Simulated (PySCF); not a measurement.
**Finite-field polarisability of B (boron, neutral)**

[He] 2s2 2p1, 2P determinant. All numbers are calculated (PySCF 2.14, no relativity, point nucleus, in aug-cc-pVTZ with one added diffuse shell each of s, p, d, f type (6s5p4d3f, 62 functions)). Frozen: 1s2. Energy changes in a uniform field (μhartree):

```csv
axis,F (au),HF,MP2,CCSD,CCSD(T)
x,0.0031,-98.369,-82.928,-89.010,-89.531
x,0.0062,-393.595,-332.723,-356.367,-358.435
y,0.0028,-100.385,-97.531,-96.609,-96.849
y,0.0056,-402.402,-391.102,-387.542,-388.521
```

By symmetry the remaining axis equals x.

(1) Derive α along x at CCSD(T) from the two fields.

(2) And the mean polarisability at each level?

Results:

(1) With ΔE = −αF²/2 − γF⁴/24, α = −(16 ΔE(F) − ΔE(2F))/(6F²) = 18.63 bohr³.

(2) The components xx, yy, zz at CCSD(T) are 18.63, 24.68, 18.63, the third axis being equal by symmetry to one of the two computed. Means: HF 22.18, MP2 19.78, CCSD 20.55, CCSD(T) 20.65 bohr³. Reference: 20.5 ± 0.1 bohr³ (recommended; Schwerdtfeger and Nagle, table of static dipole polarizabilities (2023 update)).
